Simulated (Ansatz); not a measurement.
Al2H4F2⁺, that is (H2Al-mu-F)2 with one electron fewer. Total charge 1; doublet. Geometry PBE0-D4/def2-SVP, that of the neutral singlet; atoms count from 1.

Cartesian coordinates in Å:
```
Al -0.275 -0.864 1.092
H -1.423 -1.918 0.861
H 0.609 -0.643 2.378
F -0.793 0.773 0.411
Al 0.274 0.863 -1.092
H 1.423 1.918 -0.860
H -0.608 0.644 -2.379
F 0.793 -0.773 -0.412
```

**Question.** Estimate the Mulliken populations from the PBE0/def2-TZVP orbitals of Ansatz.

**Answer.** 
```csv
atom,charge (e),spin (α − β)
Al1,0.60,0.08
H2,0.07,0.20
H3,0.07,0.20
F4,-0.25,0.03
Al5,0.60,0.08
H6,0.07,0.20
H7,0.07,0.20
F8,-0.25,0.03
```
Mulliken values and Mayer orders depend strongly on the basis.

**Question.** Where does the spin sit?

**Answer.** Summed by element: Al 0.16, H 0.79, F 0.05, of 1 unpaired in all. Largest on single atoms: H3 0.20, H6 0.20, H2 0.20.

**Question.** And the Mayer bond orders between bonded heavy atoms (over 0.3)?

**Answer.** Al1–F4 0.60 (1.85 Å); Al1–F8 0.60 (1.85 Å); F4–Al5 0.60 (1.85 Å); Al5–F8 0.60 (1.85 Å).
